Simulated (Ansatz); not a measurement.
C2H6AlF3S, SMILES `C[S+](C)[Al-]([F])([F])[F]`, one more setting.

```yaml
crystal:
  periodic: [false, false, false]
  atoms:
    - {symbol: C, position_ang: [-0.628048, -1.559469, -0.120996]}
    - {symbol: S, position_ang: [0.256113, -0.219515, -0.932726]}
    - {symbol: C, position_ang: [1.675548, -0.016386, 0.153620]}
    - {symbol: Al, position_ang: [-1.058208, 1.611566, -0.150601]}
    - {symbol: F, position_ang: [-0.131184, 2.897468, -0.619312]}
    - {symbol: F, position_ang: [-2.495708, 1.336009, -0.918440]}
    - {symbol: F, position_ang: [-1.032271, 1.261794, 1.474506]}
    - {symbol: H, position_ang: [-1.573051, -1.677508, -0.650713]}
    - {symbol: H, position_ang: [-0.819798, -1.303024, 0.920336]}
    - {symbol: H, position_ang: [-0.045153, -2.476302, -0.200767]}
    - {symbol: H, position_ang: [2.213795, 0.864297, -0.196006]}
    - {symbol: H, position_ang: [1.341557, 0.140007, 1.178775]}
    - {symbol: H, position_ang: [2.316708, -0.893737, 0.077125]}
basis:
  gaussian: {orbitals: 6-31G, nuclear_model: gaussian}
magnetization: {spin_polarized: true, initial_magnetization: 0}
hamiltonian: {xc: {name: wB97}}
accuracy: high
scf: {lower_state_search: full}
```

```sh
$ ansatz run in.yaml --threads 4 --pin off --events-out ev --progress --plain --max-ram 11315MiB
```

Output, abridged:

```
Functional definition: wB97
2070 factors; integrals over basis functions are off by at most 4.2e-9 eV
672 factors; integrals over basis functions are off by at most 2.1e-9 eV
mean field evaluation 1: about -27748.9128 eV, gradient 4.1e1 eV
mean field evaluation 2: about -27748.8966 eV, gradient 4.1e1 eV
mean field evaluation 4: about -27754.8157 eV, gradient 1.5e0 eV
mean field evaluation 8: about -27754.8287 eV, gradient 4.1e-2 eV
mean field evaluation 16: about -27754.8287 eV, gradient 9.0e-6 eV
mean field -27754.82869948 eV, -1019.9711418072 hartree, gradient 7.2e-8 eV, S^2 0.000000; 0 other end points of the search recorded, 0 dependent functions left out
reference -27754.82869826 eV, -1019.9711417625 hartree; 37, 37 occupied and 46, 46 virtual orbitals, 2070 factors
Total energy: -27754.82869826 eV, -1019.9711417625 hartree
```

It took 11 s on 4 threads of an Intel Xeon 6975P-C on a shared host, with 1.1 GiB of host memory at the peak.
